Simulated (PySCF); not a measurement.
# `F[SiH2][C@@H]1C[C@@H](O[SiH3])O1`, C3H9FO2Si2

Molfile (atoms numbered from 1):
```
C3H9FO2Si2
     RDKit          3D

 17 17  0  0  0  0  0  0  0  0999 V2000
   -3.6551   -0.5473   -0.4232 F   0  0  0  0  0  0  0  0  0  0  0  0
   -2.6714   -0.0766    0.7672 Si  0  0  0  0  0  4  0  0  0  0  0  0
   -0.9539    0.1460   -0.0160 C   0  0  2  0  0  0  0  0  0  0  0  0
   -0.1253   -1.1107   -0.3170 C   0  0  0  0  0  0  0  0  0  0  0  0
    0.7690   -0.6262    0.8315 C   0  0  1  0  0  0  0  0  0  0  0  0
    2.0668   -0.3596    0.5088 O   0  0  0  0  0  0  0  0  0  0  0  0
    2.5840    1.1258    0.0558 Si  0  0  0  0  0  4  0  0  0  0  0  0
   -0.0151    0.5409    1.0211 O   0  0  0  0  0  0  0  0  0  0  0  0
   -2.6752   -1.1749    1.7210 H   0  0  0  0  0  0  0  0  0  0  0  0
   -3.1944    1.1841    1.2626 H   0  0  0  0  0  0  0  0  0  0  0  0
   -0.9382    0.8823   -0.8270 H   0  0  0  0  0  0  0  0  0  0  0  0
   -0.6183   -2.0666   -0.1604 H   0  0  0  0  0  0  0  0  0  0  0  0
    0.3873   -1.1046   -1.2757 H   0  0  0  0  0  0  0  0  0  0  0  0
    0.7621   -1.2619    1.7304 H   0  0  0  0  0  0  0  0  0  0  0  0
    1.8784    1.5989   -1.1402 H   0  0  0  0  0  0  0  0  0  0  0  0
    3.9634    0.7599   -0.2283 H   0  0  0  0  0  0  0  0  0  0  0  0
    2.4289    2.1025    1.1290 H   0  0  0  0  0  0  0  0  0  0  0  0
  1  2  1  0
  2  3  1  0
  3  4  1  0
  4  5  1  0
  5  6  1  0
  6  7  1  0
  5  8  1  0
  8  3  1  0
  2  9  1  0
  2 10  1  0
  3 11  1  6
  4 12  1  0
  4 13  1  0
  5 14  1  1
  7 15  1  0
  7 16  1  0
  7 17  1  0
M  END
```

Computed, not measured: TDDFT BHandHLYP/def2-SVPD circular dichroism and optical rotation, one conformer, gas phase in PySCF 2.14.0. Geometry: GFN2-xTB.

The molecule is flexible and this is one conformer; a measurement averages over conformers. Singlets 5 and 6 lie within 0.01 eV of each other, so their separate moments and overlaps can depend on how they mix.

Stereocentres: C3 R, C5 R.

**Question.** What is the specific rotation at 633, 589.3, 546, 436, 405, 365, 355 nm?

**Answer.** [α] in deg dm⁻¹ (g/mL)⁻¹:
| λ (nm) | origin-invariant length gauge | modified velocity gauge | length gauge (centre of mass) | isotropic polarisability (au) |
| --- | --- | --- | --- | --- |
| 633 | -34.1 | -40.7 | -34.0 | 88.3 |
| 589.3 | -40.6 | -48.3 | -40.5 | 88.5 |
| 546 | -49.2 | -58.3 | -49.0 | 88.9 |
| 436 | -90.2 | -105.2 | -89.9 | 90.4 |
| 405 | -111.9 | -129.6 | -111.5 | 91.0 |
| 365 | -154.3 | -176.9 | -153.8 | 92.2 |
| 355 | -168.8 | -192.9 | -168.2 | 92.6 |

**Question.** And for the mirror image at 589.3 nm?

**Answer.** +40.6 deg dm⁻¹ (g/mL)⁻¹ (origin-invariant length gauge): the same size and the opposite sign.

**Question.** What is the molar rotation [Φ] = [α]·M/100 of the geometry above at 589.3 nm?

**Answer.** With M = 152.27 g/mol, -61.8 deg cm² dmol⁻¹ (origin-invariant length gauge).

The first excitation lies at 6.93 eV (179 nm) with R = +3.1 × 10⁻⁴⁰ esu² cm² (velocity form).
